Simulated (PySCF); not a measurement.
SCF from a fresh guess for singlet OsH4, at the r2SCAN minimum. PySCF input:

```python
from pyscf import gto, scf, dft
mol = gto.M(atom='''
Os    -0.000000    -0.000000     0.000000
H     -0.915130    -0.915130    -0.915130
H     -0.915130     0.915130     0.915130
H      0.915130    -0.915130     0.915130
H      0.915130     0.915130    -0.915130''',
    basis={'Os': 'def2-TZVP', 'H': 'def2-TZVP'},
    ecp={'Os': 'def2-TZVP'},
    charge=0, spin=0)
mf = dft.RKS(mol, xc='PBE')
mf.grids.atom_grid = (50, 194)
aux = {'Os': 'def2-universal-JKFIT', 'H': 'def2-universal-JKFIT'}
mf = mf.density_fit(auxbasis=aux)
mf.conv_tol = 1e-08
mf.diis_space = 10
mf.max_cycle = 60
mf.init_guess = 'minao'
mf.verbose = 4
mf.kernel()
```

Excerpt of the output (cycles and frontier levels):

```
init E= -76.2731334068065
  HOMO = -0.513617843990567  LUMO = -0.375829584660098  gap/eV = 3.74941
cycle= 1 E= -92.9341468307836  delta_E= -16.7  |g|= 0.658  |ddm|= 6.91
  HOMO = -0.00797139698458073  LUMO = -0.00221337332928161  gap/eV = 0.15668
cycle= 2 E= -92.0991480589661  delta_E= 0.835  |g|= 1.89  |ddm|= 2.03
  HOMO = -0.186896852858111  LUMO = -0.100112381366608  gap/eV = 2.36153
cycle= 3 E= -93.0579413743511  delta_E= -0.959  |g|= 0.0134  |ddm|= 1.38
  HOMO = -0.194235106258997  LUMO = -0.10678949877253  gap/eV = 2.37952
cycle= 4 E= -93.0580050917576  delta_E= -6.37e-05  |g|= 0.00375  |ddm|= 0.0276
  HOMO = -0.192957387899642  LUMO = -0.105754631204657  gap/eV = 2.37291
cycle= 5 E= -93.0580106973482  delta_E= -5.61e-06  |g|= 0.0012  |ddm|= 0.00566
  HOMO = -0.192866997520147  LUMO = -0.105709366130438  gap/eV = 2.37168
cycle= 6 E= -93.0580110585234  delta_E= -3.61e-07  |g|= 7.25e-05  |ddm|= 0.000786
  HOMO = -0.19285424257458  LUMO = -0.105700463486428  gap/eV = 2.37158
cycle= 7 E= -93.058011059854  delta_E= -1.33e-09  |g|= 2.94e-06  |ddm|= 5.3e-05
  HOMO = -0.192853219567311  LUMO = -0.105699969193217  gap/eV = 2.37156
Extra cycle  E= -93.0580110598339  delta_E= 2.01e-11  |g|= 9.74e-06  |ddm|= 8.57e-06
converged SCF energy = -93.0580110598339
```

No lower solution of this spin was found by a stability analysis within the restricted form, which does not test spin polarisation.

Spin–orbit coupling, left out here, can matter for elements this heavy.

The search for the lowest solution, with the stability check, took 2.6 s on 2 threads of a shared Arm Neoverse V1 host, with 64 basis functions; the process peaked at 0.29 GiB.
